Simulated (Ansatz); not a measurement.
Ansatz (a program for electronic structure) input:

Ansatz 0.2 input:
```yaml
crystal:
  periodic: [false, false, false]
  atoms:
    - {symbol: C, position_ang: [3.84698057, -0.11043282, 0.19988884]}
    - {symbol: C, position_ang: [2.52037349, -0.75993377, 0.05764210]}
    - {symbol: C, position_ang: [1.34580041, 0.22036556, 0.07421930]}
    - {symbol: C, position_ang: [-0.01282455, -0.46495039, -0.03753679]}
    - {symbol: C, position_ang: [-1.18470729, 0.51324085, -0.01537859]}
    - {symbol: C, position_ang: [-2.53404890, -0.17911836, -0.13776930]}
    - {symbol: O, position_ang: [-3.63469241, 0.72081004, -0.05812550]}
    - {symbol: H, position_ang: [3.94560624, 0.83732344, 0.71295498]}
    - {symbol: H, position_ang: [4.75325348, -0.62243578, -0.09280306]}
    - {symbol: H, position_ang: [2.49229230, -1.35497968, -0.86315579]}
    - {symbol: H, position_ang: [2.37240772, -1.49350725, 0.86857424]}
    - {symbol: H, position_ang: [1.46394448, 0.93521199, -0.74613018]}
    - {symbol: H, position_ang: [1.38236566, 0.80640199, 0.99862877]}
    - {symbol: H, position_ang: [-0.12418297, -1.18158107, 0.78367126]}
    - {symbol: H, position_ang: [-0.04531530, -1.05369332, -0.96107269]}
    - {symbol: H, position_ang: [-1.17215715, 1.09422907, 0.91128662]}
    - {symbol: H, position_ang: [-1.07445959, 1.23113064, -0.83736743]}
    - {symbol: H, position_ang: [-2.67321085, -0.88007070, 0.68745597]}
    - {symbol: H, position_ang: [-2.57466659, -0.75982334, -1.06901742]}
    - {symbol: H, position_ang: [-3.55778054, 1.36028703, -0.77441460]}
basis:
  gaussian:
    orbitals: aug-cc-pVDZ
magnetization: {spin_polarized: true, initial_magnetization: 1}
correlation: {method: ccsd_t, electrons: outside_noble_gas}
output: {forces: true}
```

Q: Predict the final energy.

A: -310.82085 Eh (CCSD(T)/aug-cc-pVDZ). The basis has 278 functions.

It need not be the lowest isomer of its formula.
